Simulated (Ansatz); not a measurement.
The Ge1–F2 bond of ClFGeH2 (SMILES [F][GeH2][Cl]) is stretched (multiplicity 1, the rest rigid).
Geometry at rest (charge 0, multiplicity 1):
```xyz
5

Ge    -0.48722    -0.28782     0.04176
F     -1.17044     1.31355     0.03434
Cl     1.64415    -0.04137    -0.10759
H     -0.82641    -0.91125     1.39620
H     -0.99928    -0.99708    -1.21243
```

Frozen-core correlation. Filled d and f shells under p-block atoms count as core.

Run with Ansatz (a quantum-chemistry and plane-wave program) with Gaussian orbitals. 

FIC-MRCISD+Q on CASSCF(6,4)/def2-SVP, total energies (hartree):

```
R (Å)        CASSCF        MRCISD  weight c² of the reference
-----  ------------  ------------  --------------------------
1.741  -2635.074187  -2635.456465                     0.89719
3.047  -2634.923711  -2635.288978                     0.89673
5.571  -2634.905187  -2635.263745                     0.89838
```

**Question.** Add the Davidson correction (E_MRCISD − E_CASSCF)(1 − c²)/c² and give the energies above the first point at the three levels.

**Answer.** 
Corrections (hartree): -0.043803, -0.042064, -0.040560. Above the first point (kcal/mol):
- R = 3.047 Å: CASSCF 94.4, MRCISD 105.1, with the correction 106.2
- R = 5.571 Å: CASSCF 106.0, MRCISD 120.9, with the correction 123.0

Doubts at one or more of the structures used: active orbitals that take no part (FIC-MRCISD+Q on CASSCF(6,4)/def2-SVP).
